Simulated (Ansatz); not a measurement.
Isolated molecules relaxed with PBE0-D4/def2-TZVP in Ansatz; ΔE leaves out vibrations. CBS: MP2 limit from def2 TZ/QZ plus the TZ coupled-cluster correction, frozen cores. Functionals use def2-TZVPP. For Br, Ga, Ge outer-core shells are correlated without core-valence functions, which leaves a few kJ/mol of doubt a bond. Scalar relativity is left out up to krypton.

`[Cl][Ga]([Cl])[GeH3]` + HBr → `[Cl][Ga]([Cl])[Br]` + GeH₄  (cleavage of the Ga–Ge bond)

`[Cl][Ga]([Cl])[GeH3]`:

Cartesian coordinates in Å:
```
Cl 2.050 -2.082 0.758
Ga 0.167 -1.065 0.668
Cl -1.370 -1.998 1.832
Ge -0.168 0.966 -0.619
H -1.667 1.228 -0.801
H 0.515 0.817 -1.984
H 0.473 2.134 0.145
```

HBr:

Cartesian coordinates in Å:
```
Br -0.224 -0.630 -0.239
H 0.224 0.630 0.239
```

`[Cl][Ga]([Cl])[Br]`:

Z-matrix (Å, degrees):
```
Ga
Cl 1 2.115
Br 1 2.254 2 120.4
Cl 1 2.115 2 119.2 3 180.0
```

GeH₄:

```xyz
5

Ge    0.000    0.000    0.000
H     0.040    0.990   -1.172
H     0.254    0.752    1.313
H     1.084   -1.068   -0.196
H    -1.378   -0.673    0.055
```

CCSD(T)/CBS gives -66.6 kJ/mol.

Another level gave -70.5 kJ/mol. Which?
A. CCSD/def2-TZVPP
B. HF/def2-TZVPP
C. revPBE/def2-TZVPP
D. PBE0-D4/def2-TZVPP

A. CCSD/def2-TZVPP -70.5, PBE0-D4 -64.1, HF/def2-TZVPP -91.0, revPBE -58.2 kJ/mol.

Largest T1 diagnostic among the species: 0.012.

Leaving LDA and LC-ωPBE aside and taking each functional with its dispersion term where it has one, the values, not all of them listed here, spread over 17.8 kJ/mol, from B97M-V to PBE-D4. From r2SCAN to r2SCAN0 (25 % exact exchange), in def2-TZVPP and without D4, ΔE moves by −3.2 kJ/mol. At CCSD(T), def2-SVP lies −11.0 kJ/mol from the extrapolated value and def2-TZVPP −2.8 kJ/mol.

CCSD(T)/CBS has its own doubt, a few kJ/mol and more with outer-core shells, so smaller differences from it don't rank the levels.
